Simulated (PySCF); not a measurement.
## Exact mass, isotope pattern and composition

Species: `[H]/N=C(/[C]=N/C)CC=C` [radical].

Calculated from tabulated atomic weights, isotope masses and abundances; no fragmentation.

Task: Find the molar and monoisotopic masses of C6H9N2.

Result: For C6H9N2, with standard atomic weights, 6 × 12.011 + 2 × 14.007 + 9 × 1.008 = 109.152 g/mol. From the most abundant isotopes (12C, 14N, 1H), 6 × 12.000000 + 2 × 14.003074 + 9 × 1.007825 = 109.0766 u.

Task: What cluster does the singly charged cation M+ show when like nominal masses merge?

Result: 
```tsv
nominal mass	m/z (centroid)	relative intensity
109	109.0760	100.0
110	110.0788	7.3
111	111.0814	0.2
```

Cut off at 0.1 %. One electron mass, 0.00055 u, is taken off. Abundances used (%; other tables differ somewhat): 12C 98.93, 13C 1.07; 14N 99.632, 15N 0.368; 1H 99.9885, 2H 0.0115.

Task: Count the protons, neutrons and electrons of the monoisotopic species, and give its exact less its nominal mass.

Result: 59 protons, 50 neutrons and 59 electrons; 109.0766 − 109 = +0.0766 u.

Task: What share of all molecules is the monoisotopic species?

Result: 0.9893^6 × 0.99632^2 × 0.999885^9 = 92.96 %.

Task: List the species in which a single atom is changed from its most abundant isotope.

Result: Intensity in % of the monoisotopic species:

```
isotope  mass shift (u)       m/z  intensity (%)
    15N        +0.99703  110.0731           0.74
    13C        +1.00335  110.0794           6.49
     2H        +1.00628  110.0823           0.10
```

Species under 0.02 % are left out.
